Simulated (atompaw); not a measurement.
**u(r) = r·R(r): atom against pseudo-atom (Al (Z = 13))**

Columns: radius, all-electron u(r) and pseudo u(r) of the 3s shell (level -7.75 eV) of aluminium in the configuration [Ne] 3s2 3p1; PBE, scalar-relativistic, PAW (atompaw) scheme, atompaw 4.2.0.5.

```json
{"r (bohr)": "0.083", "all-electron": "0.1407", "pseudo": "0.0239"}
{"r (bohr)": "0.165", "all-electron": "-0.0077", "pseudo": "0.0480"}
{"r (bohr)": "0.248", "all-electron": "-0.1665", "pseudo": "0.0731"}
{"r (bohr)": "0.331", "all-electron": "-0.2640", "pseudo": "0.0993"}
{"r (bohr)": "0.413", "all-electron": "-0.2955", "pseudo": "0.1265"}
{"r (bohr)": "0.496", "all-electron": "-0.2762", "pseudo": "0.1556"}
{"r (bohr)": "0.579", "all-electron": "-0.2217", "pseudo": "0.1865"}
{"r (bohr)": "0.662", "all-electron": "-0.1460", "pseudo": "0.2191"}
{"r (bohr)": "0.744", "all-electron": "-0.0604", "pseudo": "0.2528"}
{"r (bohr)": "0.827", "all-electron": "0.0299", "pseudo": "0.2884"}
{"r (bohr)": "0.910", "all-electron": "0.1189", "pseudo": "0.3251"}
{"r (bohr)": "0.992", "all-electron": "0.2025", "pseudo": "0.3621"}
{"r (bohr)": "1.075", "all-electron": "0.2808", "pseudo": "0.3998"}
{"r (bohr)": "1.158", "all-electron": "0.3516", "pseudo": "0.4372"}
{"r (bohr)": "1.240", "all-electron": "0.4138", "pseudo": "0.4733"}
{"r (bohr)": "1.323", "all-electron": "0.4687", "pseudo": "0.5082"}
{"r (bohr)": "1.406", "all-electron": "0.5161", "pseudo": "0.5411"}
{"r (bohr)": "1.488", "all-electron": "0.5557", "pseudo": "0.5708"}
{"r (bohr)": "1.571", "all-electron": "0.5893", "pseudo": "0.5977"}
{"r (bohr)": "1.654", "all-electron": "0.6167", "pseudo": "0.6209"}
{"r (bohr)": "1.737", "all-electron": "0.6383", "pseudo": "0.6401"}
{"r (bohr)": "1.819", "all-electron": "0.6542", "pseudo": "0.6549"}
{"r (bohr)": "1.902", "all-electron": "0.6655", "pseudo": "0.6657"}
{"r (bohr)": "1.985", "all-electron": "0.6722", "pseudo": "0.6723"}
{"r (bohr)": "2.067", "all-electron": "0.6749", "pseudo": "0.6749"}
{"r (bohr)": "2.150", "all-electron": "0.6740", "pseudo": "0.6740"}
```

(1) How many radial nodes do the two functions have?

(2) Is the pseudo-wave norm-conserving?

Answers

(1) The all-electron 3s function has n − l − 1 = 2; the pseudo-wave has 0, since the states of the same l below it are removed with the core.

(2) No, it belongs to a PAW set: the norm inside the radius is not constrained, and the difference is carried by the augmentation charge.
